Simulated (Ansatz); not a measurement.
Diatomic GaCl, closed-shell singlet (the spin of the measured ground state). No spin–orbit coupling. Ga is treated without relativity.

D_e counts from the fitted minimum to each atom's lowest state at the same level, without counterpoise. The singlet is restricted.

Correlated levels freeze the inner cores; with def2 sets outer-core shells near the valence are correlated too. CBS(a, b) extrapolates the correlation energy as X⁻³ and adds the Hartree–Fock energy of set b.

The values were computed with Ansatz (a program for electronic structure) with Gaussian orbitals. 

PBE/def2-TZVPP gives 114.55 kcal/mol for the bond energy D_e.

### Question
How do the other levels lie against it? Give each less PBE: r2SCAN/def2-TZVPP, B3LYP/def2-TZVPP, wB97M-V/def2-TZVPP, B2PLYP/def2-TZVPP, CCSD(T)/CBS(def2-TZVPP, def2-QZVPP).

### Answer
r2SCAN/def2-TZVPP -0.76; B3LYP/def2-TZVPP -5.06; wB97M-V/def2-TZVPP -1.21; B2PLYP/def2-TZVPP -3.82; CCSD(T)/CBS(def2-TZVPP, def2-QZVPP) 0.07 kcal/mol. 1 of 5 lie above PBE; the widest gap is to B3LYP/def2-TZVPP.
